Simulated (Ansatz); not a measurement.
Abridged output of a molecular run in Ansatz:

```
Functional definition: HF
1825 factors; integrals over basis functions are off by at most 1.8e-3 eV
mean field evaluation 1: about -12309.6861 eV, gradient 3.6e1 eV
mean field evaluation 2: about -12309.9935 eV, gradient 3.6e1 eV
mean field evaluation 4: about -12313.8630 eV, gradient 4.6e0 eV
mean field evaluation 8: about -12313.9398 eV, gradient 4.4e-1 eV
mean field evaluation 16: about -12313.9416 eV, gradient 1.3e-6 eV
mean field -12313.94160951 eV, -452.5290074600 hartree, gradient 1.3e-6 eV, S^2 0.000000; 0 other end points of the search recorded, 0 dependent functions left out
10 core orbitals not correlated: weight in the atoms' cores, before any rotation towards them, 1.000 or more for the frozen orbitals, at most 0.000 for the correlated occupied ones
reference -12313.94160951 eV, -452.5290074600 hartree; 16, 16 occupied and 283, 283 virtual orbitals, 1825 factors
second order -25.46957684 eV of doubles, -0.00000000 eV of singles
cycle   1  -25.78361504 eV  change   -3.1e-1 eV  update   1.3e-1
cycle   2  -26.50720067 eV  change   -7.2e-1 eV  update   4.2e-2
cycle   3  -26.70004938 eV  change   -1.9e-1 eV  update   2.1e-2
cycle   4  -26.68898203 eV  change    1.1e-2 eV  update   5.1e-3
cycle   5  -26.68824112 eV  change    7.4e-4 eV  update   2.6e-3
cycle   6  -26.68883895 eV  change   -6.0e-4 eV  update   9.3e-4
cycle   7  -26.68844053 eV  change    4.0e-4 eV  update   5.1e-4
cycle   8  -26.68831298 eV  change    1.3e-4 eV  update   2.0e-4
cycle   9  -26.68837948 eV  change   -6.6e-5 eV  update   8.1e-5
cycle  10  -26.68837183 eV  change    7.6e-6 eV  update   2.7e-5
perturbative correction -1.23937710 eV, -0.0455462682 hartree
Total energy: -12341.86935843 eV, -453.5553333029 hartree
```

Its atoms:

Cartesian coordinates in Å:
```
C 1.799 2.001 0.060
N 0.576 1.499 0.639
C -0.027 0.507 0.295
C -0.711 -0.583 0.029
C -1.858 -0.584 -0.960
Al -0.062 -2.101 1.014
H 2.172 1.371 -0.754
H 2.559 2.065 0.841
H 1.628 3.011 -0.315
H -1.725 -1.358 -1.719
H -1.955 0.375 -1.474
H -2.807 -0.790 -0.458
H -0.749 -3.516 0.797
H 1.160 -1.898 2.005
```

Which basis set was used?
A. def2-QZVPP
B. def2-TZVPP
C. def2-SVPD
D. def2-TZVPPD

B. It gives 309 functions.

Write the keys of the input that set method, charge and spin (a neutral closed shell needs none for the last two).


```yaml
correlation: {method: ccsd_t}
```
